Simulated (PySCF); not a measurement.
C2H7NZn, SMILES [CH2](C)[Zn][NH2]. Geometry optimised at B3LYP-D3(BJ)/def2-SVP. The structure was generated by enumeration; whether it is a known compound was not checked. The values are those of a single conformer.

Computed equilibrium geometry at B3LYP-D3(BJ)/def2-SVP (PySCF confirms it by a frequency run) as bond lengths and angles (one conformer of several):
Atoms: Zn1 C2 C3 H4 H5 H6 H7 H8 N9 H10 H11. Bond lengths (Å): Zn1–C2 1.955, Zn1–N9 1.835, C2–C3 1.535, C2–H4 1.105, C2–H5 1.105, C3–H6 1.103, C3–H7 1.103, C3–H8 1.105, N9–H10 1.020, N9–H11 1.020. Bond angles (°): C2–Zn1–N9 175.5, Zn1–C2–C3 115.3, Zn1–C2–H4 107.7, Zn1–C2–H5 107.7, C3–C2–H4 110.1, C3–C2–H5 110.1, H4–C2–H5 105.3, C2–C3–H6 112.0, C2–C3–H7 112.0, C2–C3–H8 112.0, H6–C3–H7 106.8, H6–C3–H8 106.8, H7–C3–H8 106.8, Zn1–N9–H10 117.5, Zn1–N9–H11 117.5, H10–N9–H11 106.8.
Charge 0, spin multiplicity 1.
